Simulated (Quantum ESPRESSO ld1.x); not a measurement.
Species: Sn2+. Configuration: [Kr] 4d10 5s1 6s1 (not the ground configuration). Method: Dirac Kohn-Sham, LDA (Slater exchange, Perdew-Zunger correlation), spin-unpolarised, spherical densities, point nucleus; computed with ld1.x of Quantum ESPRESSO 7.5. Some entries of the table are withheld. Estimate them.

orbital  occ.  eigenvalue (hartree)  <r> (bohr)  <1/r> (bohr^-1)
1s1/2       2              -1065.17     0.02908            53.04
2s1/2       2              -161.516      0.1252            12.30
2p1/2       2              -151.009      0.1058            12.29
2p3/2       4              -142.545      0.1112            11.44
3s1/2       2              -31.8415      0.3396            4.344
3p1/2       2              -27.5669      0.3303            4.256
3p3/2       4              -26.0217      0.3415            4.049
3d3/2       4              -18.4371         (1)            3.897
3d5/2       6              -18.1177         (2)            3.844
4s1/2       2              -5.76093      0.8180            1.711
4p1/2       2              -4.33608      0.8644            1.595
4p3/2       4              -4.05439      0.8944            1.527
4d3/2       4              -1.81814       1.077            1.240
4d5/2       6              -1.77887       1.090            1.223
5s1/2       1              -1.11800       2.139           0.6074
5p1/2       0              -0.80938       2.492           0.5170
5p3/2       0              -0.77849       2.573           0.4990
6s1/2       1                   (3)       4.756           0.2708
5d3/2       0              -0.40828         (4)           0.3294
5d5/2       0              -0.40550         (5)           0.3270
7s1/2       0              -0.19513       8.380           0.1587

Answer. 
(1) 3d3/2 <r> (bohr): 0.3127
(2) 3d5/2 <r> (bohr): 0.3163
(3) 6s1/2 eigenvalue (hartree): -0.41707
(4) 5d3/2 <r> (bohr): 3.845
(5) 5d5/2 <r> (bohr): 3.874
